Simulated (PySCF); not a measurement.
Two species compared at the same levels of theory.

First species: C₄H₁₁ClSi₂.
InChI=1S/C4H11ClSi2/c5-4-7-3-1-2-6-7/h7H,1-4,6H2/t7-/m0/s1

Second species: C₄H₁₁ClSi₂.
SMILES: `C[Si]1(CCl)C[SiH2]C1`

Levels: wB97X-D/def2-SVPD for HOMO energy, LUMO energy, HOMO–LUMO gap and static isotropic polarisability; TDDFT wB97X-D/def2-SVPD for lowest singlet excitation; TDA wB97X-D/def2-SVPD for lowest triplet excitation (Tamm–Dancoff). Geometries: GFN2-xTB. All species are isolated and taken at one optimised geometry, non-relativistic unless stated; the electronic structure was computed with PySCF and density fitting.

Dipoles, sizes and rotational constants follow the conformer. The torsions of the flexible species, by atom-mapped SMILES:
- `[CH3:1][Si:2]1([CH2:3][Cl:4])[CH2:5][SiH2:6][CH2:7]1`: C1–Si2–C3–Cl4 180°

The conformers of `ClC[Si@@H]1CCC[SiH2]1` aren't listed.

Task: Which of the two has the higher LUMO energy, and by how much?

Result: The second: 1.83 eV against 1.42 eV, a difference of 0.41 eV.

Task: Which of the two has the higher HOMO–LUMO gap, and by how much?

Result: The second: 11.26 eV against 10.85 eV, a difference of 0.41 eV.

Task: Which of the two has the higher S1 energy, and by how much?

Result: The second: 6.84 eV against 6.36 eV, a difference of 0.48 eV.

Task: Which has the higher T1 energy?

Result: The second: 6.22 eV against 5.73 eV, a difference of 0.49 eV.

Task: Which of the two has the higher static isotropic polarisability, and by how much?

Result: The first: 112.1 au against 109.9 au, a difference of 2.2 au.

On the first: The principal polarisabilities are 105.0, 111.1 and 120.0 au; their mean is the isotropic value. The 8 singlets span 6.36 to 7.73 eV, and their oscillator strengths add up to 0.25.

On the second: The polarisability is 16.28 Å³ as a volume (1 au = 0.148185 Å³), or 1.37 au for each of the 80 electrons. S1 lies 4.42 eV below the HOMO–LUMO gap; its leading configuration is HOMO→LUMO, weight 0.34, beside HOMO−1→LUMO, weight 0.22.
